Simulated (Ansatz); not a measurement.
A geometry optimisation of C3H7BOSi with r2SCAN-D4/def2-SVP

The starting geometry of this gas-phase singlet was optimised with GFN2-xTB; its bonds are those of `C#CBO[SiH2]C`.

```xyz
13

C    -1.2524   -3.3673   -0.7662
C    -0.4648   -2.6896   -0.1582
C     1.6443    1.8243   -0.6714
B     0.5470   -1.8400    0.6058
O     1.2318   -0.8755    0.0182
Si    1.6688    0.0207   -1.2565
H    -1.9423   -3.9662   -1.2890
H     0.7303   -2.0472    1.7536
H     0.7628   -0.1699   -2.3960
H     3.0204   -0.4522   -1.5666
H     0.6468    2.1451   -0.3807
H     2.2976    1.9752    0.1844
H     1.9834    2.4855   -1.4631
```

Problem. Predict what becomes of its bonds when it is optimised with r2SCAN-D4/def2-SVP.

Solution. It keeps its bonds, and is `C#CBO[SiH2]C`.

The energy falls by 0.22 eV over 29 steps:

```json
{"step": "1", "E − E(last) (eV)": "0.221"}
{"step": "4", "E − E(last) (eV)": "0.036"}
{"step": "7", "E − E(last) (eV)": "0.014"}
{"step": "10", "E − E(last) (eV)": "0.013"}
{"step": "13", "E − E(last) (eV)": "0.013"}
{"step": "17", "E − E(last) (eV)": "0.011"}
{"step": "20", "E − E(last) (eV)": "0.008"}
{"step": "23", "E − E(last) (eV)": "0.003"}
{"step": "26", "E − E(last) (eV)": "0.000"}
{"step": "29", "E − E(last) (eV)": "0.000"}
```

Final geometry (Å):

```xyz
13

C    -0.6162   -3.5131   -1.0686
C    -0.1928   -2.7327   -0.2280
C     1.9289    1.7857   -0.7741
B     0.3411   -1.7495    0.8274
O     0.8872   -0.5648    0.4656
Si    1.1279    0.1310   -1.0637
H    -0.9901   -4.2014   -1.8060
H     0.2826   -2.0211    2.0052
H    -0.1945    0.2750   -1.7390
H     2.0076   -0.7680   -1.8658
H     1.2821    2.4307   -0.1587
H     2.8911    1.6685   -0.2513
H     2.1187    2.3025   -1.7286
```

No frequencies were run, so the end isn't proven a minimum. Run with Ansatz 0.2.0, 110 s on 2 threads of Intel(R) Xeon(R) Processor @ 2.70GHz (shared host).
